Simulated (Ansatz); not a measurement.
Ansatz (a quantum-chemistry and plane-wave program) input (wB97M-V/def2-TZVPD):

Ansatz 0.2 input:
```yaml
crystal:
  periodic: [false, false, false]
  atoms:
    - {symbol: Cu, position_ang: [-0.00000000, -0.00000000, -0.05332008]}
    - {symbol: H, position_ang: [0.00000000, 0.00000000, 1.54628228]}
basis:
  gaussian:
    orbitals: def2-TZVPD
hamiltonian:
  xc: {name: wB97M-V}
magnetization: {spin_polarized: true, initial_magnetization: 2}
output: {forces: true}
```

Output:

```
Functional definition: wB97M-V
integrals: 0.02 GiB planned
554 factors; integrals over basis functions are off by at most 7.4e-4 eV
integrals: 0.06 GiB planned
115 factors; integrals over basis functions are off by at most 1.5e-4 eV
mean field: 0.31 GiB planned
mean field evaluation 1: about -44650.1736 eV, gradient 2.0e1 eV
mean field evaluation 2: about -44647.6458 eV, gradient 5.0e1 eV
mean field evaluation 4: about -44651.1149 eV, gradient 6.8e-1 eV
mean field evaluation 8: about -44651.1414 eV, gradient 2.4e-1 eV
mean field evaluation 16: about -44651.1427 eV, gradient 1.7e-3 eV
mean field evaluation 32: about -44651.0798 eV, gradient 5.7e0 eV
mean field -44651.14274626 eV, -1640.8992302934 hartree, gradient 1.5e-5 eV, S^2 2.003890; 2 other end points of the search recorded, 0 dependent functions left out
the calculation of the forces begins
reference -44651.14279169 eV, -1640.8992319632 hartree; 16, 14 occupied and 41, 43 virtual orbitals, 554 factors
Total energy: -44651.14279169 eV, -1640.8992319632 hartree
Atom 0 at    -0.000000    -0.000000    -0.053320 Å, force    -0.000000     0.000000     0.374162 eV/Å
Atom 1 at     0.000000     0.000000     1.546282 Å, force     0.000000     0.000000    -0.374162 eV/Å
Dipole moment:    -0.000000    -0.000000     0.102434 e Å
```

This is an excited triplet: at this geometry the singlet lies 2.53 eV lower at CCSD(T)/CBS(def2-TZVPPD,def2-QZVPPD).
